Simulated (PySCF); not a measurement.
CdS, SMILES [S]=[Cd].

The structure is a stationary point at r2SCAN-D4/def2-TZVPD. The def2 effective core potentials stand for the cores of Cd; spin–orbit coupling is left out.

The numbers are results of PySCF with TDDFT-B3LYP/def2-TZVPD, not measurements.

Vertical excitations; the highest root listed may be one member of a degenerate set. The molecule is in vacuum. State labels are in the subgroup C2v.

| state | symmetry | energy (eV) | λ (nm) | f | main pairs |
|---|---|---|---|---|---|
| S1 | B1 | 0.61 | 2030 | 0.001 | HOMO→LUMO (degenerate set) |
| S2 | B2 | 0.61 | 2030 | 0.001 | HOMO−1→LUMO (degenerate set) |
| S3 | A1 | 3.64 | 340 | 0.074 | HOMO−2→LUMO 68 %, HOMO−1→LUMO+1 16 %, HOMO→LUMO+2 16 % |
| S4 | A2 | 4.16 | 298 | 0.000 | HOMO→LUMO+1 50 %, HOMO−1→LUMO+2 50 % |
| S5 | A1 | 4.23 | 293 | 0.000 | HOMO→LUMO+2, HOMO−1→LUMO+1 (degenerate set) |
| S6 | A2 | 4.23 | 293 | 0.000 | HOMO−1→LUMO+2, HOMO→LUMO+1 (degenerate set) |
| S7 | A1 | 5.82 | 213 | 0.811 | HOMO−1→LUMO+1 31 %, HOMO→LUMO+2 31 %, HOMO−2→LUMO 30 % |
| S8 | B1 | 6.01 | 206 | 0.031 | HOMO→LUMO+3 (degenerate set) |
| S9 | B2 | 6.01 | 206 | 0.031 | HOMO−1→LUMO+3 (degenerate set) |
| S10 | B2 | 6.88 | 180 | 0.159 | HOMO−2→LUMO+1 85 % |
| T1 | B1 | 0.15 | 8422 | 0 | HOMO→LUMO (degenerate set) |
| T2 | B2 | 0.15 | 8422 | 0 | HOMO−1→LUMO (degenerate set) |
| T3 | A1 | 2.14 | 578 | 0 | HOMO−2→LUMO 99 % |
| T4 | A1 | 3.86 | 321 | 0 | HOMO−1→LUMO+1 49 %, HOMO→LUMO+2 49 % |
Triplets are in the Tamm–Dancoff approximation, which puts them higher than full response would, so one can lie above its singlet here.
